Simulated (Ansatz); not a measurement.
Computed with Ansatz on PBE0-D4/def2-TZVP structures; ΔE is electronic, products minus reactants. CCSD(T)/CBS is the MP2 limit (def2-TZVPP, def2-QZVPP) plus CCSD(T) − MP2 in def2-TZVPP, frozen cores. DFT in def2-TZVPP. B3LYP here is the variant with VWN-RPA as its local correlation; programs differ in this. def2 core potentials past Kr. For Sb, Zn outer-core shells are correlated without core-valence functions, which leaves a few kJ/mol of doubt a bond. Scalar relativity is left out up to krypton. One conformer a species, not always the lowest.

Consider the ligand exchange at the Si–N bond: `C[SiH2][NH][ZnH]` + `[SH][SbH2]` → `C[SiH2][S][SbH2]` + `[NH2][ZnH]`.

**Question.** Is it downhill or uphill in electronic energy at CCSD(T)/CBS, and by how much? (Estimate.)

**Answer.** Computed: Nearly level: ΔE = -0.8 kJ/mol.

**Question.** What do these levels give: PBE-D4, PBE0-D4, B3LYP-D4, ωB97X-V, B2PLYP, r2SCAN, HF/def2-TZVPP, MP2/def2-TZVPP, CCSD/def2-TZVPP, CCSD(T)/def2-TZVPP, MP2/def2-QZVPP, SCS-MP2/def2-QZVPP? (Best estimate.)

**Answer.** The calculation gave: PBE-D4 -8.3, PBE0-D4 -5.2, B3LYP-D4 1.9, ωB97X-V 1.7, B2PLYP 3.2, r2SCAN -0.3, HF/def2-TZVPP 14.0, MP2/def2-TZVPP -1.5, CCSD/def2-TZVPP 6.7, CCSD(T)/def2-TZVPP 4.2, MP2/def2-QZVPP -4.1, SCS-MP2/def2-QZVPP 0.7 kJ/mol.

Largest T1 diagnostic among the species: 0.016.

In def2-TZVPP, CCSD(T) changes the Hartree–Fock value by −9.8 kJ/mol (the triples alone add −2.4 kJ/mol) and MP2 by −15.5 kJ/mol.
